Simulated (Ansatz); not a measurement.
Mulliken charges of CH4SZn (`C[S][ZnH]`) from r2SCAN/def2-TZVPP in Ansatz (PBE0-D4/def2-TZVP geometry).

| atom | x (Å) | y (Å) | z (Å) | charge (e) |
| --- | --- | --- | --- | --- |
| C1 | -0.922 | 0.609 | -0.283 | -0.139 |
| S2 | -0.187 | 0.031 | 1.285 | -0.288 |
| Zn3 | 1.570 | -1.046 | 0.607 | 0.296 |
| H4 | -1.228 | -0.223 | -0.916 | 0.085 |
| H5 | -0.244 | 1.261 | -0.832 | 0.084 |
| H6 | -1.809 | 1.183 | -0.016 | 0.081 |
| H7 | 2.819 | -1.813 | 0.155 | -0.118 |

Question: By hand: the dipole of these point charges (1 e Å = 4.8032 D).

Answer: Σ q r = (0.043, -0.006, -0.318) e Å, of length 0.321 e Å = 1.54 D.

Question: How does the dipole of the full density compare? (Best estimate.)

Answer: Computed: (0.000, 0.021, -0.302) e Å, 1.45 D; the point charges give 1.06 times that, at 9° from its direction.

Point charges leave out the atoms' own dipoles, such as those of lone pairs, and Mulliken's split depends on the basis, so the close match here is no proof of good charges.
